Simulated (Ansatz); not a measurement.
`[CH3][GeH2][Se]C`, 12 atoms. Total charge 0; spin multiplicity 1. Correlated methods include outer-core shells of Ge, Se, which these sets cover unevenly. Scalar relativity is left out up to krypton. Hardware: A = 2 threads of an AMD EPYC 7R13 on a shared host and a share of an NVIDIA H100 80 GB; B = 2 threads of a server CPU on a shared host. Correlated methods freeze the cores. Open-shell runs search over several starts.

How many basis functions does each run have, and how long does it take in Ansatz? RKS PBE-D4/def2-TZVPP energy and forces [B]; UKS r2SCAN-D4/def2-TZVPP energy of the cation [B]; RKS BLYP-D4/def2-TZVPP energy [B]; UKS ωB97M-V/def2-TZVPP energy of the cation [B]; RKS PBE0-D4/def2-SVP energy [B]; UKS PBE0-D4/def2-TZVPP energy of the cation [B]; UKS B2PLYP (frozen core)/def2-TZVPP energy of the cation [B]; RKS revPBE-D4/def2-TZVPP energy [B]; RKS PBE0-D4/def2-QZVPP energy [A]; UKS B3LYP-D4/def2-TZVPP energy of the cation [B]; RKS ωB97M-V/def2-SVP energy [B]; direct RPA on PBE orbitals/def2-TZVPP energy [B]. (Best estimate.)

The calculation gave: Other jobs shared the machine, so times are rough.

| level | job | functions | wall time | peak host memory (GiB) |
| --- | --- | --- | --- | --- |
| RKS PBE0-D4/def2-QZVPP | energy [A] | 532 | 2.9 s | 1.1 |
| RKS PBE0-D4/def2-SVP | energy [B] | 132 | 3.1 s | 0.36 |
| RKS revPBE-D4/def2-TZVPP | energy [B] | 270 | 4 s | 0.42 |
| RKS BLYP-D4/def2-TZVPP | energy [B] | 270 | 4.2 s | 0.42 |
| RKS PBE-D4/def2-TZVPP | energy and forces [B] | 270 | 5.5 s | 0.42 |
| direct RPA on PBE orbitals/def2-TZVPP | energy [B] | 270 | 11 s | 0.72 |
| RKS ωB97M-V/def2-SVP | energy [B] | 132 | 11 s | 0.51 |
| UKS PBE0-D4/def2-TZVPP | energy of the cation [B] | 270 | 16 s | 1.2 |
| UKS B3LYP-D4/def2-TZVPP | energy of the cation [B] | 270 | 16 s | 1.2 |
| UKS r2SCAN-D4/def2-TZVPP | energy of the cation [B] | 270 | 18 s | 0.55 |
| UKS B2PLYP (frozen core)/def2-TZVPP | energy of the cation [B] | 270 | 24 s | 1.1 |
| UKS ωB97M-V/def2-TZVPP | energy of the cation [B] | 270 | 45 s | 1.6 |

B3LYP here is the variant with VWN-RPA as its local correlation; programs differ in this.
